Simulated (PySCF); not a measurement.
A side-by-side comparison of computed properties.

First species: 2,2,2-trifluoroethylamine, C₂H₄F₃N.
InChI=1S/C2H4F3N/c3-2(4,5)1-6/h1,6H2

Second species: CH10ClNSi3.
InChI=1S/CH10ClNSi3/c2-5-1(4)6-3/h1H,3,5-6H2,4H3/t1-/m1/s1

Levels: B3LYP/def2-SVPD for dipole moment, HOMO energy, LUMO energy, HOMO–LUMO gap, static isotropic polarisability and electronic spatial extent ⟨r²⟩ about the centre of nuclear charge; TDDFT B3LYP/def2-SVPD for lowest singlet excitation; TDA B3LYP/def2-SVPD for lowest triplet excitation (Tamm–Dancoff); ΔSCF B3LYP/def2-SVPD for vertical ionisation energy; PBE0-D3(BJ)/def2-SVP for rotational constant A and rotational constant C. Geometries: PBE0-D3(BJ)/def2-SVP. All species are isolated and taken at one optimised geometry, non-relativistic unless stated. Electronic properties by PySCF.

The conformers computed, where there is a choice (atom-mapped SMILES and torsion angles):
- `[NH2:1][CH2:2][C:3]([F:4])([F:5])[F:6]`: N1–C2–C3–F4 57°, H–N1–C2–C3 170°, H–N1–C2–C3 -70°
- `[NH2:1][SiH2:2][C@H:3]([SiH3:4])[SiH2:5][Cl:6]`: N1–Si2–C3–Si4 88°, Si2–C3–Si5–Cl6 -39°, H–N1–Si2–C3 70°, H–N1–Si2–C3 -87°

Values for the first species:

| Quantity | Value |
| --- | --- |
| Dipole moment | 3.11 D |
| HOMO energy | -7.46 eV |
| LUMO energy | 0.12 eV |
| HOMO–LUMO gap | 7.58 eV |
| Lowest singlet excitation | 6.41 eV |
| Lowest triplet excitation (Tamm–Dancoff) | 6.12 eV |
| Static isotropic polarisability | 38.2 au |
| Vertical ionisation energy | 10.35 eV |
| Electronic spatial extent ⟨r²⟩ about the centre of nuclear charge | 506 bohr² |
| Rotational constant A | 5.326 GHz |
| Rotational constant C | 2.795 GHz |

Problem. Estimate the same properties for the second species, and the change in each.

Solution. 
| property | first | second | second less first |
| --- | --- | --- | --- |
| dipole moment | 3.11 D | 1.25 D | -1.86 D |
| HOMO energy | -7.46 eV | -7.22 eV | +0.24 eV |
| LUMO energy | 0.12 eV | -0.46 eV | -0.58 eV |
| HOMO–LUMO gap | 7.58 eV | 6.76 eV | -0.82 eV |
| lowest singlet excitation | 6.41 eV | 5.88 eV | -0.53 eV |
| lowest triplet excitation (Tamm–Dancoff) | 6.12 eV | 5.69 eV | -0.43 eV |
| static isotropic polarisability | 38.2 au | 114.4 au | +76.2 au |
| vertical ionisation energy | 10.35 eV | 9.31 eV | -1.04 eV |
| electronic spatial extent ⟨r²⟩ about the centre of nuclear charge | 506 bohr² | 1543 bohr² | +1037 bohr² |
| rotational constant A | 5.326 GHz | 1.871 GHz | -3.455 GHz |
| rotational constant C | 2.795 GHz | 0.769 GHz | -2.026 GHz |

On the first: The ΔSCF ionisation energy exceeds −ε(HOMO) by 2.89 eV with B3LYP. The polarisability is 5.66 Å³ as a volume (1 au = 0.148185 Å³), or 0.76 au for each of the 50 electrons.

On the second: The principal polarisabilities are 97.7, 116.3 and 129.1 au; their mean is the isotropic value. The 10 singlets span 5.88 to 7.42 eV, and their oscillator strengths add up to 0.15.
